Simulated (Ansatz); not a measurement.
Geometry optimisation, RKS PBE-D4/6-31G (Ansatz).

Input file:

```yaml
crystal:
  periodic: [false, false, false]
  atoms:
    - { symbol: F, position_ang: [0.7202, -2.4881, 1.48869] }
    - { symbol: Si, position_ang: [-0.5657, -1.97727, 0.60342] }
    - { symbol: O, position_ang: [-0.27364, -0.62027, -0.2194] }
    - { symbol: Si, position_ang: [0.01455, 0.29499, -1.54589] }
    - { symbol: H, position_ang: [1.01552, 1.23797, -1.06088] }
    - { symbol: H, position_ang: [0.51881, -0.52355, -2.64763] }
    - { symbol: H, position_ang: [-1.29046, 0.86842, -1.85922] }
basis:
  gaussian: { orbitals: "6-31G" }
hamiltonian:
  xc: pbe
  dispersion: d4
relax:
  f_tol: 0.015
  max_steps: 40
output:
  orbitals: {}
```

Command:

```bash
$ ansatz run input.yaml --threads 1 --pin off --max-ram 2048MiB --backend cpu --events-out ev --progress --plain --runs-dir out
```

**Question.** Where does it end, and by what steps?

**Answer.** It converged. The force dipped under the threshold on the way, but the program's further checks kept it going. Limits of this set-up: no polarisation functions. After 17 steps the energy has fallen by 0.773 eV; F1 moved furthest, 0.87 Å.

```tsv
step	energy less start (eV)	largest force component (eV/Å)	accepted
0	0.0000	3.500	yes
1	-0.5022	1.979	yes
2	-0.6823	0.236	yes
3	-0.6946	0.175	yes
4	-0.7067	0.251	yes
5	-0.7137	0.198	yes
6	-0.7353	0.127	yes
7	-0.7451	0.050	yes
8	-0.7448	0.592	no
9	-0.7528	0.046	yes
10	-0.7586	0.071	yes
11	-0.7632	0.265	yes
12	-0.7677	0.250	yes
13	-0.7705	0.152	yes
14	-0.7714	0.178	yes
15	-0.7730	0.034	yes
16	-0.7732	0.006	yes
17	-0.7733	0.011	yes
```

```xyz
7
Properties=species:S:1:pos:R:3
F 1.098 -2.118 0.800
Si -0.632 -1.958 0.961
O -0.884 -0.770 -0.250
Si -0.031 0.203 -1.437
H 0.990 1.079 -0.745
H 0.662 -0.698 -2.435
H -1.064 1.054 -2.134
```

Whether the end is a true minimum wasn't checked by a vibrational analysis.

Time of the run: 31 s on 1 thread of Arm Neoverse V2, on a shared host, peak memory 0.12 GiB.
